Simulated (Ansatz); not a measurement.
Molecular dynamics of ClF2HSi

Input file:

```yaml
crystal:
  periodic: [false, false, false]
  atoms:
    - { symbol: Si, position_ang: [-0.013907, -0.024651, 0.029374] }
    - { symbol: Cl, position_ang: [0.01075, 0.018467, 2.070865] }
    - { symbol: F, position_ang: [1.519587, 0.009983, -0.509379] }
    - { symbol: F, position_ang: [-0.750558, 1.32067, -0.509618] }
    - { symbol: H, position_ang: [-0.703072, -1.218469, -0.496442] }
basis:
  gaussian: { orbitals: cc-pVDZ }
hamiltonian:
  xc: pbe0
  dispersion: d4
md:
  timestep: 1.0
  n_steps: 250
  ensemble: nve
  temperature: 2000.0
  initial_velocities: maxwell_boltzmann
  seed: 834500
```

Command:

```bash
$ ansatz run input.yaml --threads 1 --pin off --max-ram 2048MiB --backend cpu --events-out ev --progress --plain --runs-dir out
```

It starts from a relaxed structure.

Output, in part (step lines, the closing report, with atoms numbered from 0):

```
md step     0: t =     0.00 fs  T =  2000.0 K  F+E_penalty+E_count = -25842.34828395 eV  E_kin = 0.775560 eV  conserved = -25841.57272396 eV  (24 SCF iters)
[... lines left out ...]
Total energy: -25842.04106859 eV, -949.6774929060 hartree
Atom 0 at    -0.029357    -0.019962     0.027359 Å, force    -0.301385    -0.763096    -2.833853 eV/Å
Atom 1 at     0.065684     0.040163     1.978393 Å, force    -0.174975    -0.135445     2.244867 eV/Å
Atom 2 at     1.559122    -0.050674    -0.416432 Å, force    -0.686872     0.394416    -0.238907 eV/Å
Atom 3 at    -0.872487     1.337145    -0.416565 Å, force     0.738325    -0.803588    -0.047882 eV/Å
Atom 4 at    -0.651648    -1.279443    -0.693845 Å, force     0.424907     1.307713     0.875775 eV/Å
Dipole moment:    -0.158652    -0.238416     0.030808 e Å
```

The steps, from the saved trajectory:

| time (fs) | T (K) | potential energy less start (eV) | conserved less start (meV/atom) |
| --- | --- | --- | --- |
| 0.0 | 2000 | 0.000 | 0.00 |
| 8.0 | 1483 | 0.201 | 0.12 |
| 16.0 | 995 | 0.392 | 0.40 |
| 24.0 | 629 | 0.533 | 0.35 |
| 32.0 | 259 | 0.679 | 0.77 |
| 40.0 | 461 | 0.601 | 0.89 |
| 48.0 | 728 | 0.497 | 0.79 |
| 56.0 | 1374 | 0.245 | 0.50 |
| 64.0 | 1785 | 0.085 | 0.41 |
| 72.0 | 1537 | 0.180 | 0.07 |
| 80.0 | 982 | 0.396 | 0.16 |
| 88.0 | 840 | 0.452 | 0.38 |
| 96.0 | 461 | 0.599 | 0.46 |
| 104.0 | 378 | 0.633 | 0.78 |
| 112.0 | 810 | 0.466 | 0.93 |
| 120.0 | 1337 | 0.261 | 0.69 |
| 128.0 | 1458 | 0.212 | 0.37 |
| 136.0 | 1241 | 0.296 | 0.42 |
| 144.0 | 1343 | 0.255 | 0.02 |
| 152.0 | 1039 | 0.373 | 0.05 |
| 160.0 | 431 | 0.611 | 0.45 |
| 168.0 | 417 | 0.616 | 0.47 |
| 176.0 | 868 | 0.442 | 0.70 |
| 184.0 | 1268 | 0.289 | 0.95 |
| 192.0 | 1612 | 0.154 | 0.63 |
| 200.0 | 1150 | 0.333 | 0.56 |
| 208.0 | 1229 | 0.301 | 0.38 |
| 216.0 | 902 | 0.426 | 0.12 |
| 224.0 | 355 | 0.639 | 0.24 |
| 232.0 | 613 | 0.540 | 0.40 |
| 240.0 | 747 | 0.488 | 0.44 |
| 248.0 | 1097 | 0.353 | 0.67 |

All steps were run. The conserved energy stayed within 0.98 meV per atom of its start (net change 0.67 meV per atom), so the integration is sound. Over the second half the temperature averaged 0.48 of the 2000 K drawn at the start: a run that starts near a minimum puts about half its kinetic energy into the potential. A run of 0.25 ps of so small a system gives no equilibrium averages.

The same pairs are bonded in the first frame and the last. Pairs count as bonded within 1.25 times the sum of covalent radii (0.12 Å more for H–H).

Last frame:

```xyz
5
Properties=species:S:1:pos:R:3
Si -0.029 -0.020 0.027
Cl 0.066 0.040 1.978
F 1.559 -0.051 -0.416
F -0.873 1.337 -0.417
H -0.652 -1.279 -0.694
```

The run took 10 min on 1 thread of Arm Neoverse V1, on a shared host, peak memory 0.13 GiB.
